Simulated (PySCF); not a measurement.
Harmonic spectrum computed at PBE in the def2-SVP basis family (core potentials from Rb on, PySCF, no spin–orbit coupling):

```csv
symmetry,ω (cm⁻¹),"IR (km/mol, summed over degenerate members)"
a2'',51,7.4
e',119,0.0
a1',363,0.0
e',521,61.9
```

Which molecule gave it? In each, all ligands are bound to the one heavy central atom.
A. TiCl₃⁺ (singlet)
B. MnCl₃⁺ (quartet)
C. TeCl₃⁺ (singlet)
D. TcCl₃⁺ (quartet)

B. It has D3h symmetry with Mn–Cl 2.064 Å (×3).
